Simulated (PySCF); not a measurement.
C4H12O3Si, triplet, at the geometry of the source list (a higher spin typed on purpose: for a closed-shell molecule this is an excited state) (in this run its highest filled SCF level lies above zero, so its values depend strongly on the basis, on diffuse functions most of all); PySCF with B3LYP/STO-3G.

The PySCF input:
```python
from pyscf import gto, scf, dft

mol = gto.M(
    atom='''
C    -2.360200   -1.278800   -0.522300
O    -1.501300   -0.181200   -0.658100
Si   -0.000200   -0.001600   -0.066000
C     0.005000    0.045400    1.844200
O     0.605100    1.364200   -0.701900
C     0.081800    2.660800   -0.626000
O     0.890800   -1.232200   -0.638700
C     2.273800   -1.423400   -0.531300
H    -1.894100   -2.179900   -0.924500
H    -2.610300   -1.446800    0.528100
H    -3.271900   -1.055000   -1.079200
H    -0.661200    0.813500    2.227400
H     0.996500    0.253800    2.236700
H    -0.317100   -0.901500    2.268700
H    -0.924500    2.691300   -1.047100
H     0.741100    3.316500   -1.197700
H     0.043300    3.002400    0.411300
H     2.810600   -0.584000   -0.976500
H     2.521800   -2.343800   -1.063100
H     2.570900   -1.519800    0.515900
''',
    basis='sto-3g',
    charge=0,
    spin=2,
    verbose=4,
)

mf = dft.UKS(mol)
mf.xc = 'b3lyp'
mf.grids.becke_scheme = dft.gen_grid.stratmann
mf.kernel()
mf.analyze()
```

It wrote (shortened):

```
PySCF version 2.14.0

[INPUT] verbose = 4
[INPUT] num. atoms = 20
[INPUT] num. electrons = 74
[INPUT] charge = 0
[INPUT] spin (= nelec alpha-beta = 2S) = 2
[INPUT] symmetry False subgroup None
[INPUT] Mole.unit = angstrom
[INPUT] Symbol           X                Y                Z      unit          X                Y                Z       unit  Magmom
[...]
nuclear repulsion = 521.514558151942
number of shells = 38
number of NR pGTOs = 168
number of NR cGTOs = 56
basis = sto-3g
ecp = {}

******** <class 'pyscf.dft.uks.UKS'> ********
method = UKS
initial guess = minao
damping factor = 0
level_shift factor = 0
DIIS = <class 'pyscf.scf.diis.CDIIS'>
diis_start_cycle = 1
diis_space = 8
diis_damp = 0
SCF conv_tol = 1e-09
SCF conv_tol_grad = None
SCF max_cycles = 50
direct_scf = True
direct_scf_tol = 1e-13
number electrons alpha = 38  beta = 36
XC library pyscf.dft.libxc version 7.1.2
    S. Lehtola, C. Steigemann, M. J. T. Oliveira, and M. A. L. Marques,  SoftwareX 7, 1–5 (2018)
XC functionals = b3lyp
    P. J. Stephens, F. J. Devlin, C. F. Chabalowski, and M. J. Frisch,  J. Phys. Chem. 98, 11623 (1994)
radial grids:
    Treutler-Ahlrichs [JCP 102, 346 (1995); DOI:10.1063/1.469408] (M4) radial grids

becke partition: Stratmann, Scuseria, Frisch. CPL, 257, 213 (1996); DOI:10.1016/0009-2614(96)00600-8
pruning grids: <function nwchem_prune>
grids dens level: 3
symmetrized grids: False
atomic radii adjust function: <function treutler_atomic_radii_adjust>
small_rho_cutoff = 0
Set gradient conv threshold to 3.16228e-05
tot grids = 235600
init E= -667.332745483424

cycle= 1 E= -665.852684722313  delta_E= 1.48  |g|= 0.624  |ddm|= 4.32

cycle= 2 E= -665.574458520615  delta_E= 0.278  |g|= 0.932  |ddm|= 2.97

cycle= 3 E= -666.070286506223  delta_E= -0.496  |g|= 0.318  |ddm|= 2.56

cycle= 4 E= -665.976563686199  delta_E= 0.0937  |g|= 0.461  |ddm|= 1.85

cycle= 5 E= -666.137173151932  delta_E= -0.161  |g|= 0.146  |ddm|= 1.52

cycle= 6 E= -666.154043764795  delta_E= -0.0169  |g|= 0.0391  |ddm|= 0.468

cycle= 7 E= -666.150265656076  delta_E= 0.00378  |g|= 0.0816  |ddm|= 0.295

cycle= 8 E= -666.155348220809  delta_E= -0.00508  |g|= 0.00976  |ddm|= 0.212

cycle= 9 E= -666.155455453298  delta_E= -0.000107  |g|= 0.00442  |ddm|= 0.0302

cycle= 10 E= -666.155499686355  delta_E= -4.42e-05  |g|= 0.00161  |ddm|= 0.0277

cycle= 11 E= -666.155514254677  delta_E= -1.46e-05  |g|= 0.00123  |ddm|= 0.0235

cycle= 12 E= -666.155516024951  delta_E= -1.77e-06  |g|= 0.00119  |ddm|= 0.00619

cycle= 13 E= -666.155517248788  delta_E= -1.22e-06  |g|= 0.000903  |ddm|= 0.00492

cycle= 14 E= -666.155518134096  delta_E= -8.85e-07  |g|= 0.00052  |ddm|= 0.00543

cycle= 15 E= -666.155518330435  delta_E= -1.96e-07  |g|= 0.00054  |ddm|= 0.00247

cycle= 16 E= -666.155519288729  delta_E= -9.58e-07  |g|= 0.000654  |ddm|= 0.0207

cycle= 17 E= -666.155519653294  delta_E= -3.65e-07  |g|= 0.00035  |ddm|= 0.00364

cycle= 18 E= -666.155520233086  delta_E= -5.8e-07  |g|= 0.000133  |ddm|= 0.0179

cycle= 19 E= -666.155520298491  delta_E= -6.54e-08  |g|= 5.3e-05  |ddm|= 0.0126

cycle= 20 E= -666.155520311681  delta_E= -1.32e-08  |g|= 2.23e-05  |ddm|= 0.00384

cycle= 21 E= -666.15552031266  delta_E= -9.79e-10  |g|= 5.71e-06  |ddm|= 0.000625

Extra cycle  E= -666.155520312638  delta_E= 2.14e-11  |g|= 1.43e-05  |ddm|= 6.28e-05
converged SCF energy = -666.155520312638  <S^2> = 2.006576  2S+1 = 3.0043808
**** SCF Summaries ****
Total Energy =                        -666.155520312638146
Nuclear Repulsion Energy =             521.514558151942310
One-electron Energy =                -1956.917983187200662
Two-electron Energy =                  769.247904722620319
Two-electron Coulomb Energy =          842.588321883884419
DFT Exchange-Correlation Energy =      -73.340417161264142
**** MO energy ****
                             alpha | beta                alpha | beta
[...]
To work with the spin densities directly, `use mulliken_meta_spin()` only printing them here.

[...]
spin_pop of  1 O 2s        0.05698
spin_pop of  1 O 2px       0.01898
spin_pop of  1 O 2py       0.02475
spin_pop of  1 O 2pz       0.27025
spin_pop of  2 Si 1s        0.00000
spin_pop of  2 Si 2s        0.00012
spin_pop of  2 Si 3s        0.34913
spin_pop of  2 Si 2px      -0.00006
spin_pop of  2 Si 2py      -0.00006
spin_pop of  2 Si 2pz      -0.00006
spin_pop of  2 Si 3px      -0.02103
spin_pop of  2 Si 3py      -0.02102
spin_pop of  2 Si 3pz      -0.03018
spin_pop of  3 C 1s        0.00002
spin_pop of  3 C 2s        0.08012
spin_pop of  3 C 2px       0.01352
spin_pop of  3 C 2py       0.01369
spin_pop of  3 C 2pz       0.29347
spin_pop of  4 O 1s        0.00002
spin_pop of  4 O 2s        0.05687
spin_pop of  4 O 2px       0.04362
spin_pop of  4 O 2py      -0.00009
spin_pop of  4 O 2pz       0.26982
spin_pop of  5 C 1s       -0.00000
spin_pop of  5 C 2s        0.00544
spin_pop of  5 C 2px       0.01351
spin_pop of  5 C 2py       0.04240
spin_pop of  5 C 2pz       0.00099
spin_pop of  6 O 1s        0.00002
spin_pop of  6 O 2s        0.05692
spin_pop of  6 O 2px       0.00366
spin_pop of  6 O 2py       0.04207
spin_pop of  6 O 2pz       0.26781
spin_pop of  7 C 1s       -0.00000
spin_pop of  7 C 2s        0.00546
spin_pop of  7 C 2px       0.05485
spin_pop of  7 C 2py       0.00099
spin_pop of  7 C 2pz       0.00116
spin_pop of  8 H 1s        0.00059
spin_pop of  9 H 1s        0.01391
spin_pop of  10 H 1s        0.00282
spin_pop of  11 H 1s       -0.00954
spin_pop of  12 H 1s       -0.00953
spin_pop of  13 H 1s       -0.00954
spin_pop of  14 H 1s        0.00058
spin_pop of  15 H 1s        0.00283
spin_pop of  16 H 1s        0.01388
spin_pop of  17 H 1s        0.00058
spin_pop of  18 H 1s        0.00284
spin_pop of  19 H 1s        0.01389
 ** Mulliken Spin Density (per atom)  **
spin density of  0 C =      0.06251
spin density of  1 O =      0.37098
spin density of  2 Si =      0.27686
spin density of  3 C =      0.40082
spin density of  4 O =      0.37024
spin density of  5 C =      0.06234
spin density of  6 O =      0.37048
spin density of  7 C =      0.06245
spin density of  8 H =      0.00059
spin density of  9 H =      0.01391
spin density of  10 H =      0.00282
spin density of  11 H =     -0.00954
spin density of  12 H =     -0.00953
spin density of  13 H =     -0.00954
spin density of  14 H =      0.00058
spin density of  15 H =      0.00283
spin density of  16 H =      0.01388
spin density of  17 H =      0.00058
spin density of  18 H =      0.00284
spin density of  19 H =      0.01389
 ** Mulliken pop alpha/beta on meta-lowdin orthogonal AOs **
 ** Mulliken pop       alpha | beta **
In total            38.00000 | 36.00000
 ** Mulliken atomic charges   ( Nelec_alpha | Nelec_beta ) **
charge of  0C =     -0.07489  (     3.06870      3.00619 )
charge of  1O =     -0.22284  (     4.29691      3.92593 )
charge of  2Si =      0.67883  (     6.79901      6.52215 )
charge of  3C =     -0.27107  (     3.33594      2.93512 )
charge of  4O =     -0.22303  (     4.29664      3.92639 )
charge of  5C =     -0.07483  (     3.06859      3.00624 )
charge of  6O =     -0.22297  (     4.29673      3.92624 )
charge of  7C =     -0.07485  (     3.06865      3.00620 )
charge of  8H =      0.03576  (     0.48242      0.48183 )
charge of  9H =      0.03931  (     0.48730      0.47339 )
charge of  10H =      0.04381  (     0.47951      0.47668 )
charge of  11H =      0.04303  (     0.47372      0.48326 )
charge of  12H =      0.04303  (     0.47372      0.48325 )
charge of  13H =      0.04303  (     0.47371      0.48325 )
charge of  14H =      0.03575  (     0.48242      0.48183 )
charge of  15H =      0.04380  (     0.47951      0.47668 )
charge of  16H =      0.03928  (     0.48730      0.47342 )
charge of  17H =      0.03575  (     0.48242      0.48184 )
charge of  18H =      0.04381  (     0.47952      0.47668 )
charge of  19H =      0.03928  (     0.48731      0.47341 )
Dipole moment(X, Y, Z, Debye):  0.00226,  0.02807,  1.14711
```
